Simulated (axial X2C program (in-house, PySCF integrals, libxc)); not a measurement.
## FeSH: the levels of the configuration d6 s1 p(π)0

Calculated with an in-house all-electron X2C program for linear molecules (integrals from PySCF): two-component X2C with atomic mean-field Coulomb and Gaunt terms, basis Fe dyall-v3z, S dyall-av3z, H dyall-v3z (cores contracted in-house). Orbitals come from Hartree–Fock averaged over the configuration Fe d6 s1 p(π)0; CI then distributes these electrons over the d, s, p(π) shells of Fe.

Fe–S–H held linear, bonds 2.272 and 1.340 Å (the second held) (near the minimum of the configuration average).

Active spinors (ω > 0):

```json
{"shell": "d", "ω": "3/2", "ε (eV)": "-8.53", "character": "100% Fe d"}
{"shell": "d", "ω": "5/2", "ε (eV)": "-8.42", "character": "100% Fe d"}
{"shell": "d", "ω": "1/2", "ε (eV)": "-8.24", "character": "97% Fe d"}
{"shell": "d", "ω": "3/2", "ε (eV)": "-8.13", "character": "97% Fe d"}
{"shell": "d", "ω": "1/2", "ε (eV)": "-8.10", "character": "96% Fe d"}
{"shell": "s", "ω": "1/2", "ε (eV)": "-3.83", "character": "57% Fe s, 27% Fe p, 6% S p"}
{"shell": "p(π)", "ω": "1/2", "ε (eV)": "1.71", "character": "82% Fe p, 7% Fe d, 6% S d"}
{"shell": "p(π)", "ω": "3/2", "ε (eV)": "1.71", "character": "82% Fe p, 7% Fe d, 6% S d"}
```

Lowest levels of this model:

```csv
Ω,energy (cm⁻¹),g∥,μ (D),configuration
9/2,0,14.01,-2.14,100% d6 s1
7/2,136,10.02,-2.14,100% d6 s1
5/2,274,6.02,-2.14,100% d6 s1
3/2,416,2.02,-2.14,100% d6 s1
1/2,562,1.98,-2.14,100% d6 s1
1/2,712,5.99,-2.14,100% d6 s1
1/2,2224,1.76,-2.25,100% d6 s1
3/2,2245,5.24,-2.25,100% d6 s1
5/2,2286,8.60,-2.26,100% d6 s1
7/2,2336,12.00,-2.27,100% d6 s1
1/2,2609,2.10,-2.27,100% d6 s1
3/2,2622,6.30,-2.27,100% d6 s1
5/2,2721,9.40,-2.25,100% d6 s1
3/2,2915,6.45,-2.25,100% d6 s1
7/2,8021,10.01,-2.29,99% d6 s1
5/2,8213,6.04,-2.29,99% d6 s1
7/2,23771,9.71,-2.20,99% d6 s1
9/2,23779,12.00,-2.18,99% d6 s1
11/2,24111,14.00,-2.17,100% d6 s1
9/2,24238,10.02,-2.18,100% d6 s1
13/2,25064,16.00,-2.27,100% d6 s1
11/2,25170,12.01,-2.27,100% d6 s1
9/2,25277,8.02,-2.27,100% d6 s1
```

g∥ is the magnitude of 2⟨Lz + ge Sz⟩ for the +Ω component. μ is positive if the H end is positive.

(1) From Ω and g∥ of the lowest level, whose 2⟨Lz + ge Sz⟩ is positive, find ⟨Sz⟩ and ⟨Lz⟩ (ge = 2.0023).

Occupations of the active spinors in the lowest level by ω, shell by shell in order of energy: -5/2: 0.00; -3/2: 0.99 0.01 0.00; -1/2: 0.73 0.27 0.00 0.00; 1/2: 0.30 0.70 1.00 0.00; 3/2: 1.00 1.00 0.00; 5/2: 1.00. The leading determinant has weight 0.50 among 463.

This point took 3.5 s on 1 thread of Arm Neoverse V2, on a shared host.

Dynamic correlation is missing, so gaps between terms are too wide and other configurations may lie lower; the lowest level listed is that of this model, not necessarily the ground state. For d shells the ligand-field splittings (σ, π, δ) and their order can be off by a thousand cm⁻¹ or more. At most 4 roots were kept for each Ω > 0 (twice that for Ω = 0) within 3.2 eV of the lowest, so higher up levels can be missing between those listed; levels with Ω > 0 are doubly degenerate and listed once, Ω = 0 levels singly. States that fill the shells left empty in the average are placed too high. The molecule was held linear; bending was not examined. Hydrosulfides and their kin are strongly bent in nature, so this linear model does not describe the real molecule.

Answers

(1) Ω = ⟨Lz⟩ + ⟨Sz⟩ = 9/2 and ⟨Lz⟩ + ge⟨Sz⟩ = 7.005, so ⟨Sz⟩ = 2.50 and ⟨Lz⟩ = 2.00.
